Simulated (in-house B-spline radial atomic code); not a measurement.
Configurations of Br⁴⁺, with energies counted from [Ar] 3d10 4s2 4p1. Method: non-relativistic BHandHLYP, spin-polarised, spherical fractional occupations, exact exchange averaged over the configuration, point nucleus. Calculated with a B-spline radial code for spherical atoms. Shells without spins written out take the highest spin.

Occupations are held fixed; configurations that lie above the ionisation limit could autoionise.

```json
{"configuration": "[Ar] 3d10 4s2 4d1", "E - E(ref) (eV)": "21.398", "highest orbital": "4d up", "its <r> (bohr)": "2.22"}
{"configuration": "[Ar] 3d10 4s1 4p1 4d1", "E - E(ref) (eV)": "32.777", "highest orbital": "4d up", "its <r> (bohr)": "2.157"}
{"configuration": "[Ar] 3d10 4s2 5f1", "E - E(ref) (eV)": "44.411", "highest orbital": "5f up", "its <r> (bohr)": "5.815"}
{"configuration": "[Ar] 3d9 4s2 4p1 4f1", "E - E(ref) (eV)": "113.58", "highest orbital": "4f up", "its <r> (bohr)": "3.105"}
{"configuration": "[Ar] 3d9 4s2 4p1 5f1", "E - E(ref) (eV)": "121.83", "highest orbital": "5f up", "its <r> (bohr)": "5.654"}
```

Question: Order these further configurations by energy, lowest first.
A. [Ne] 3s2 3p5 3d10 4s2 4p1 4d1
B. [Ar] 3d10 4s1 4p2
C. [Ar] 3d10 4s2 4f1
D. [Ar] 3d10 4s2 5d1
E. [Ar] 3d9 4s2 4p1 5d1

Answer: B (10.904 eV), C (36.429 eV), D (38.144 eV), E (115.22 eV), A (206.16 eV).

Question: How far above the reference does [Ar] 3d10 4s2 5p1 lie?

Answer: 30.846 eV; its least bound orbital is 5p up with <r> = 3.531 bohr.
